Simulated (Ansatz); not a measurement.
Born–Oppenheimer molecular dynamics of a periodic cell of 36 atoms, H$_{4}$CO (contents 6 CH3OH, density as packed 0.72 g/cm³ with natural masses). It starts from a partly relaxed structure (largest force component 0.27 eV/Å).

Computed with DFT PBE, scalar-relativistic, plane waves, PAW in Ansatz. Settings: cutoff 420 eV, k mesh 1x1x1, fermi-dirac smearing 0.05 eV, no spin polarisation.

```yaml
ensemble: NVT, Langevin thermostat
time_step: 0.5 fs
steps_asked: 190
set_temperature: 250 K
friction: 0.02 /fs
seed: 839446
```

Frames 2.5 fs apart, positions in Å.

Velocities at 20.0 fs (Å/ps):

```
C -8.68 0.90 -1.61
O 0.40 -0.39 1.22
H -5.06 11.11 -2.15
H 3.71 -13.28 -2.84
H -12.81 -8.89 12.09
H -4.44 8.97 -6.05
C 3.12 0.19 -6.24
O -2.48 1.20 -5.84
H 1.43 -14.51 10.53
H 5.64 6.10 -3.78
H 3.71 18.39 1.53
H -11.44 12.85 -4.24
C -1.03 4.61 -1.97
O 6.40 3.54 4.61
H 10.11 20.42 6.70
H 20.91 -23.37 -1.87
H -12.37 7.71 0.36
H -8.16 0.87 -14.63
C 2.10 -5.64 -1.72
O 1.84 3.61 -1.46
H 5.86 0.39 2.83
H 3.89 17.86 1.28
H -1.48 -24.09 4.65
H 6.72 9.76 15.62
C -0.65 -2.60 -2.26
O -4.06 2.72 -3.52
H 11.89 8.51 -12.78
H 6.58 -9.27 22.26
H -5.03 -9.34 -3.61
H -7.33 17.73 -5.15
C -3.74 -3.01 5.99
O 2.91 -4.42 3.57
H -10.19 -10.72 0.93
H -10.29 3.77 -9.67
H -1.56 -0.84 13.58
H -14.65 -7.81 3.05
```

```xyz
36
Lattice="7.6186 0.0000 0.0000 0.0000 7.6186 0.0000 0.0000 0.0000 7.6186" Properties=species:S:1:pos:R:3 time_fs=20.0 energy_less_start_eV=0.501 T=161
C 5.516 4.936 4.697
O 6.495 5.663 5.465
H 5.880 4.709 3.667
H 6.225 5.602 6.419
H 5.183 3.951 5.079
H 4.609 5.520 4.652
C 2.099 4.169 6.307
O 1.746 2.852 5.856
H 1.191 4.559 6.769
H 2.542 2.380 5.564
H 2.897 4.065 7.074
H 2.364 4.788 5.465
C 0.784 6.840 2.633
O 0.566 6.598 1.238
H 0.906 5.843 3.144
H 0.577 7.522 0.857
H 1.631 7.469 2.864
H -0.125 7.284 3.035
C 6.937 2.427 8.239
O 7.949 1.517 7.750
H 6.211 1.855 8.819
H 8.450 1.837 7.002
H 7.403 3.126 8.993
H 6.473 3.031 7.488
C 5.043 0.916 4.665
O 5.632 1.530 3.562
H 4.326 0.146 4.291
H 6.333 2.131 3.892
H 5.700 0.399 5.355
H 4.450 1.662 5.224
C 4.586 6.601 0.801
O 5.673 5.661 0.502
H 3.678 6.009 0.738
H 6.521 6.027 0.887
H 4.743 7.051 1.784
H 4.594 7.405 -0.010
36
Lattice="7.6186 0.0000 0.0000 0.0000 7.6186 0.0000 0.0000 0.0000 7.6186" Properties=species:S:1:pos:R:3 time_fs=22.5 energy_less_start_eV=0.466 T=189
C 5.494 4.935 4.693
O 6.496 5.660 5.466
H 5.863 4.764 3.677
H 6.226 5.583 6.413
H 5.173 3.938 5.119
H 4.586 5.562 4.619
C 2.107 4.173 6.294
O 1.742 2.855 5.842
H 1.191 4.515 6.797
H 2.549 2.391 5.548
H 2.889 4.129 7.066
H 2.352 4.816 5.451
C 0.779 6.848 2.629
O 0.582 6.608 1.248
H 0.932 5.915 3.152
H 0.622 7.472 0.837
H 1.617 7.491 2.853
H -0.145 7.285 3.021
C 6.943 2.415 8.237
O 7.950 1.525 7.745
H 6.213 1.850 8.816
H 8.471 1.912 6.987
H 7.385 3.060 8.989
H 6.469 3.072 7.502
C 5.036 0.915 4.661
O 5.623 1.539 3.558
H 4.350 0.180 4.255
H 6.332 2.098 3.933
H 5.705 0.370 5.353
H 4.442 1.704 5.209
C 4.580 6.592 0.815
O 5.676 5.649 0.511
H 3.655 5.981 0.742
H 6.495 6.037 0.864
H 4.712 7.045 1.810
H 4.548 7.372 0.027
36
Lattice="7.6186 0.0000 0.0000 0.0000 7.6186 0.0000 0.0000 0.0000 7.6186" Properties=species:S:1:pos:R:3 time_fs=25.0 energy_less_start_eV=0.560 T=177
C 5.471 4.934 4.699
O 6.492 5.648 5.462
H 5.851 4.833 3.683
H 6.205 5.575 6.421
H 5.188 3.953 5.160
H 4.578 5.601 4.584
C 2.114 4.178 6.285
O 1.741 2.854 5.831
H 1.202 4.476 6.803
H 2.551 2.405 5.525
H 2.887 4.191 7.062
H 2.345 4.849 5.428
C 0.770 6.857 2.623
O 0.596 6.615 1.255
H 0.975 5.963 3.168
H 0.641 7.475 0.776
H 1.623 7.535 2.828
H -0.155 7.300 3.030
C 6.945 2.407 8.235
O 7.953 1.534 7.739
H 6.188 1.832 8.798
H 8.479 2.008 7.003
H 7.389 3.024 8.997
H 6.455 3.088 7.485
C 5.026 0.917 4.660
O 5.616 1.548 3.558
H 4.339 0.218 4.204
H 6.332 2.068 3.947
H 5.718 0.358 5.362
H 4.450 1.702 5.200
C 4.576 6.576 0.827
O 5.671 5.637 0.519
H 3.649 5.977 0.769
H 6.506 6.065 0.849
H 4.667 7.027 1.826
H 4.500 7.337 0.069
36
Lattice="7.6186 0.0000 0.0000 0.0000 7.6186 0.0000 0.0000 0.0000 7.6186" Properties=species:S:1:pos:R:3 time_fs=27.5 energy_less_start_eV=0.610 T=180
C 5.453 4.941 4.707
O 6.484 5.631 5.460
H 5.851 4.885 3.686
H 6.179 5.576 6.400
H 5.209 4.002 5.176
H 4.573 5.594 4.580
C 2.115 4.186 6.277
O 1.744 2.857 5.818
H 1.218 4.473 6.787
H 2.537 2.403 5.502
H 2.905 4.218 7.054
H 2.325 4.875 5.444
C 0.758 6.875 2.622
O 0.609 6.618 1.258
H 1.022 5.968 3.191
H 0.652 7.495 0.713
H 1.619 7.591 2.793
H -0.154 7.315 3.061
C 6.943 2.400 8.234
O 7.958 1.544 7.730
H 6.165 1.799 8.772
H 8.467 2.083 7.061
H 7.414 3.030 9.030
H 6.450 3.055 7.488
C 5.016 0.916 4.661
O 5.612 1.556 3.553
H 4.296 0.228 4.156
H 6.353 2.056 3.918
H 5.701 0.378 5.352
H 4.464 1.681 5.226
C 4.572 6.555 0.835
O 5.663 5.626 0.528
H 3.668 5.993 0.799
H 6.520 6.098 0.837
H 4.625 6.989 1.833
H 4.468 7.332 0.080
36
Lattice="7.6186 0.0000 0.0000 0.0000 7.6186 0.0000 0.0000 0.0000 7.6186" Properties=species:S:1:pos:R:3 time_fs=30.0 energy_less_start_eV=0.555 T=198
C 5.441 4.956 4.719
O 6.477 5.612 5.459
H 5.865 4.906 3.683
H 6.166 5.584 6.377
H 5.204 4.018 5.179
H 4.536 5.572 4.595
C 2.116 4.197 6.268
O 1.747 2.858 5.804
H 1.201 4.521 6.777
H 2.529 2.385 5.489
H 2.924 4.216 7.034
H 2.300 4.887 5.461
C 0.748 6.898 2.631
O 0.620 6.621 1.257
H 1.048 5.970 3.195
H 0.658 7.461 0.700
H 1.585 7.632 2.764
H -0.158 7.324 3.097
C 6.937 2.399 8.243
O 7.966 1.556 7.718
H 6.171 1.784 8.736
H 8.466 2.122 7.114
H 7.420 3.042 9.040
H 6.449 2.995 7.468
C 4.997 0.912 4.659
O 5.609 1.566 3.546
H 4.270 0.252 4.154
H 6.374 2.061 3.872
H 5.670 0.400 5.316
H 4.468 1.657 5.286
C 4.569 6.535 0.836
O 5.655 5.620 0.540
H 3.643 5.991 0.829
H 6.492 6.088 0.799
H 4.599 6.969 1.843
H 4.463 7.350 0.082
36
Lattice="7.6186 0.0000 0.0000 0.0000 7.6186 0.0000 0.0000 0.0000 7.6186" Properties=species:S:1:pos:R:3 time_fs=32.5 energy_less_start_eV=0.540 T=210
C 5.436 4.974 4.729
O 6.473 5.593 5.459
H 5.868 4.869 3.710
H 6.156 5.598 6.404
H 5.178 3.994 5.193
H 4.485 5.548 4.637
C 2.116 4.203 6.261
O 1.752 2.856 5.793
H 1.197 4.601 6.752
H 2.530 2.360 5.468
H 2.941 4.184 6.995
H 2.289 4.903 5.450
C 0.737 6.922 2.648
O 0.633 6.625 1.253
H 1.060 5.994 3.178
H 0.657 7.427 0.731
H 1.521 7.668 2.748
H -0.177 7.331 3.123
C 6.936 2.403 8.260
O 7.969 1.566 7.705
H 6.194 1.745 8.702
H 8.502 2.139 7.116
H 7.407 3.038 9.028
H 6.444 2.947 7.436
C 4.975 0.909 4.653
O 5.607 1.576 3.543
H 4.253 0.261 4.194
H 6.388 2.068 3.836
H 5.693 0.384 5.286
H 4.464 1.608 5.352
C 4.569 6.523 0.831
O 5.648 5.620 0.552
H 3.587 5.955 0.855
H 6.479 6.059 0.743
H 4.594 6.954 1.838
H 4.477 7.362 0.095
```

Of the whole run (95 fs, mean temperature of the second half 174 K): The mean temperature of the second half is 30 % below the set value. A run of 0.095 ps of so small a system gives no equilibrium averages. Limits of this set-up: coarse k mesh.

The run took 7 min on 1 thread of Arm Neoverse V2, on a shared host, peak memory 0.45 GiB.
